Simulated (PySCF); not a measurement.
C6H9FN (doublet state).
Cartesian coordinates in Å at the GFN2-xTB level; atoms count from 1:
```
atom  x, y, z in Å
C1     2.6036   -0.0562    1.0313
C2     1.5881   -0.3784   -0.0600
N3     0.5891    0.6526   -0.0929
C4    -0.6310    0.4107   -0.0661
C5    -1.8339    1.3016   -0.2178
C6    -2.6115    0.0521   -0.5047
C7    -1.5145   -0.8533   -0.0882
F8    -1.1675   -1.8791   -0.9536
H9     2.1407   -0.1288    2.0126
H10    3.4356   -0.7531    0.9822
H11    2.9767    0.9555    0.8992
H12    1.1640   -1.3803    0.0901
H13    2.0861   -0.3566   -1.0345
H14   -2.1193    1.8338    0.6939
H15   -1.7669    2.0365   -1.0238
H16   -3.3309   -0.1191   -1.2806
H17   -1.6152   -1.3258    0.8998
```

The hyperfine couplings belong to this conformer and change with its torsions.

The species is `C1(=N\CC)/C[CH][C@H]1F` [radical].

Method used: PySCF, UKS B3LYP, pcH-1 on C F H N, non-relativistic, mean-field spin-orbit, GIAO. One conformer (not necessarily the lowest) at the GFN2-xTB geometry, without solvent, vibrations or thermal averaging. Couplings are sensitive to structure, and on GFN2-xTB geometries they can be far from those on DFT ones. The SCF solution wasn't tested for stability.

Where do the isotropic ENDOR lines of N3, F8, H14, H17, H15, H16, H13 and H12 fall at 1212.9 mT, to first order?

ν± = |νn ± a/2|, one line for each electron-spin manifold; νn = |g_N| × 7.62259 MHz/T × B.

| nuclei | isotope | g_N | νn (MHz) | a_iso (MHz) | lower line (MHz) | upper line (MHz) |
| --- | --- | --- | --- | --- | --- | --- |
| N3 | 14N | 0.4038 | 3.73 | 0.73 | 3.37 | 4.10 |
| F8 | 19F | 5.2577 | 48.61 | 117.59 | 10.18 | 107.41 |
| H14 | 1H | 5.5857 | 51.64 | 114.79 | 5.75 | 109.04 |
| H17 | 1H | 5.5857 | 51.64 | 104.34 | 0.53 | 103.81 |
| H15 | 1H | 5.5857 | 51.64 | 89.94 | 6.67 | 96.61 |
| H16 | 1H | 5.5857 | 51.64 | -56.88 | 23.20 | 80.08 |
| H13 | 1H | 5.5857 | 51.64 | 2.77 | 50.26 | 53.03 |
| H12 | 1H | 5.5857 | 51.64 | 1.13 | 51.08 | 52.21 |

Which pairs are centred on the nuclear Larmor frequency, and which on half the coupling?

Centred on νn, since |a| < 2νn: N3, H15, H16, H13 and H12. Centred on |a|/2 and split by 2νn: F8, H14 and H17.

At what field would the lower line of N3 fall to zero frequency?

Where νn = |a|/2, that is B = 0.36 MHz/(0.4038 × 7.62259 MHz/T) = 118 mT, as far as first order holds there.

Time: 2.1 min (grids of density and orbitals included); peak memory 0.96 GiB. Hardware: an Arm Neoverse N1 with one thread, no GPU, on a shared host.
